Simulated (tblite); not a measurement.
C₆H₁₄BP.
Numbering: `[CH2:1]=[C:2]([CH2:3][CH2:4][CH3:5])[B:6]([CH3:7])[PH2:8]` (hydrogens: H9, H10 on C1; H11, H12 on C3; H13, H14 on C4; H15, H16, H17 on C5; H18, H19, H20 on C7; H21, H22 on P8)

Computed with GFN2-xTB (tblite), gas phase: L-BFGS steps from a force-field or distance-geometry start until the largest atomic force falls under 0.01 eV/Å.

Step 74: E = -644.5553 eV
```
atom  x, y, z in Å  |  force x, y, z in eV/Å
C1     -0.4188   -1.7979    0.6968    0.005   0.005  -0.009
C2     -0.4009   -0.4821    0.4591   -0.026   0.007   0.038
C3      0.4755    0.3988    1.3192   -0.005   0.007   0.002
C4      1.6903    0.9370    0.5568    0.002  -0.011  -0.004
C5      2.6223   -0.1753    0.0961    0.003   0.005  -0.010
B6     -1.3003    0.1437   -0.6598    0.026  -0.020   0.021
C7     -2.2095   -0.7815   -1.5688    0.035   0.020   0.000
P8     -1.2625    1.9847   -1.0850    0.011  -0.028  -0.006
H9     -1.0205   -2.4746    0.1140   -0.004   0.000   0.005
H10     0.1675   -2.2605    1.4778    0.007   0.059   0.009
H11     0.8218   -0.1501    2.1987   -0.009  -0.038  -0.029
H12    -0.1124    1.2525    1.6681   -0.018  -0.003   0.032
H13     2.2415    1.6183    1.2101   -0.028   0.019  -0.023
H14     1.3413    1.5086   -0.3097    0.014  -0.020  -0.002
H15     2.0942   -0.8705   -0.5516   -0.006  -0.012  -0.020
H16     3.4639    0.2393   -0.4530    0.014   0.004  -0.023
H17     3.0122   -0.7289    0.9478   -0.023   0.003   0.018
H18    -3.0291   -1.2067   -0.9873    0.028   0.024  -0.010
H19    -1.6537   -1.6256   -1.9751   -0.027   0.005  -0.025
H20    -2.6559   -0.2450   -2.4059   -0.002  -0.027   0.001
H21    -1.2638    2.5571    0.1706   -0.006   0.006   0.034
H22    -2.6136    2.1779   -1.3050    0.010  -0.005  -0.001
```

Step 75: E = -644.5560 eV
```
atom  x, y, z in Å  |  force x, y, z in eV/Å
C1     -0.4182   -1.7965    0.6974   -0.010   0.002  -0.001
C2     -0.4029   -0.4813    0.4587   -0.024   0.024   0.045
C3      0.4739    0.3991    1.3183    0.030   0.024  -0.009
C4      1.6891    0.9358    0.5543    0.009  -0.008  -0.012
C5      2.6228   -0.1774    0.0969   -0.012   0.006  -0.009
B6     -1.3015    0.1443   -0.6595    0.019  -0.019   0.006
C7     -2.2077   -0.7805   -1.5723    0.028   0.018   0.007
P8     -1.2643    1.9856   -1.0814    0.012  -0.018  -0.002
H9     -1.0207   -2.4759    0.1196   -0.011  -0.007  -0.015
H10     0.1690   -2.2544    1.4792    0.024   0.036   0.028
H11     0.8220   -0.1509    2.1960   -0.009  -0.041  -0.016
H12    -0.1108    1.2539    1.6700   -0.025  -0.010   0.022
H13     2.2408    1.6187    1.2055   -0.033   0.018  -0.020
H14     1.3406    1.5063   -0.3140    0.017  -0.036   0.013
H15     2.0954   -0.8744   -0.5498   -0.002  -0.010  -0.013
H16     3.4639    0.2370   -0.4536    0.009  -0.001  -0.011
H17     3.0127   -0.7291    0.9508   -0.028   0.017  -0.001
H18    -3.0272   -1.2078   -0.9921    0.025   0.029  -0.010
H19    -1.6507   -1.6246   -1.9770   -0.026   0.015  -0.033
H20    -2.6544   -0.2431   -2.4093    0.010  -0.038   0.011
H21    -1.2668    2.5582    0.1744    0.000  -0.001   0.033
H22    -2.6155    2.1764   -1.2982   -0.005   0.001  -0.012
```

Problem. Estimate the geometry and energy of step 76. (The exact step hangs on the optimiser's Hessian estimate; all steps are aligned on step 75, rigid shifts and turns removed.)

Solution. E = -644.5567 eV, largest force 0.055 eV/Å
```
atom  x, y, z in Å  |  force x, y, z in eV/Å
C1     -0.4173   -1.7955    0.6980   -0.022   0.002   0.013
C2     -0.4051   -0.4806    0.4592   -0.017   0.030   0.037
C3      0.4725    0.3995    1.3176    0.047   0.026  -0.012
C4      1.6879    0.9348    0.5521    0.009  -0.004  -0.016
C5      2.6230   -0.1788    0.0972   -0.021   0.003  -0.008
B6     -1.3022    0.1443   -0.6590    0.008  -0.008  -0.011
C7     -2.2059   -0.7791   -1.5753    0.015   0.006   0.009
P8     -1.2649    1.9858   -1.0786    0.010  -0.003   0.007
H9     -1.0203   -2.4780    0.1247   -0.010  -0.006  -0.025
H10     0.1713   -2.2475    1.4813    0.034   0.011   0.038
H11     0.8218   -0.1531    2.1929   -0.005  -0.036  -0.002
H12    -0.1105    1.2544    1.6725   -0.020  -0.017   0.013
H13     2.2390    1.6196    1.2015   -0.030   0.018  -0.014
H14     1.3400    1.5039   -0.3175    0.015  -0.042   0.015
H15     2.0962   -0.8771   -0.5494    0.005  -0.003  -0.002
H16     3.4642    0.2355   -0.4540   -0.001  -0.010   0.003
H17     3.0114   -0.7295    0.9532   -0.029   0.028  -0.022
H18    -3.0253   -1.2082   -0.9962    0.018   0.031  -0.003
H19    -1.6491   -1.6236   -1.9793   -0.017   0.018  -0.039
H20    -2.6536   -0.2423   -2.4123    0.020  -0.036   0.016
H21    -1.2675    2.5593    0.1774    0.006  -0.010   0.025
H22    -2.6162    2.1755   -1.2923   -0.015   0.004  -0.021
```

The energy changes by -0.0007 eV. The first-order estimate −F·Δx gives -0.0009 eV and the mean of the old and new forces, exact on a quadratic surface, -0.0007 eV. The step makes an angle of 70° with the force vector and moves no atom by more than 0.008 Å.

The cost below is that of the whole relaxation. Hardware: an Intel Xeon at 2.50 GHz with one thread, no GPU, on a shared host. Cost: 5.3 s of wall time.
